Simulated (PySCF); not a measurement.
# Steps of a relaxation of LuOF

LuOF (singlet). PySCF 2.14.0, RKS PBE0, Lu def2-SVP with ECP28, O def2-SVP, F def2-SVP; non-relativistic Hamiltonian with scalar-relativistic core potentials where named; density fitting; no spin-orbit coupling. Origin of the start: template. Columns: position (Å) and force (eV/Å). Energies are counted from the last step; some of the 7 steps are shown. Forces carry noise of the integration grid, about 0.01 to 0.03 eV/Å.

Run from Python with OMP_NUM_THREADS=2. Where DIIS fails, smearing, a level shift and second-order steps follow.
It took 20 s on 2 threads of Intel(R) Xeon(R) 6975P-C (Granite Rapids), on a shared host, from the converged density of the start.

```xyz
3
step 0  E = 0.243 eV
Lu    0.0453    0.0000   -0.1301    -2.06    0.00   -1.22
O     1.6562    0.0000    0.5908     1.23    0.00    1.11
F    -1.8112    0.0000    0.7007     0.83    0.00    0.12
```

```xyz
3
step 2  E = 0.040 eV
Lu    0.0055    0.0000   -0.2820     0.74    0.00    0.62
O     1.5571    0.0000    0.6843    -1.12    0.00   -0.52
F    -1.6723    0.0000    0.7590     0.38    0.00   -0.09
```

```xyz
3
step 4  E = 0.000 eV
Lu    0.0091    0.0000   -0.3176     0.14    0.00   -0.07
O     1.4852    0.0000    0.7032    -0.06    0.00   -0.01
F    -1.6040    0.0000    0.7757    -0.08    0.00    0.08
```

Where does the relaxation end?

It converges at step 6 in Cs:
```xyz
3
step 6  E = 0
Lu    0.0116    0.0000   -0.3224
O     1.4803    0.0000    0.7049
F    -1.6017    0.0000    0.7788
```

How did the contacts change?


| contact | start (Å) | end (Å) |
| --- | --- | --- |
| Lu1–O2 (O) | 1.765 | 1.792 |
| Lu1–F3 (F) | 2.034 | 1.953 |
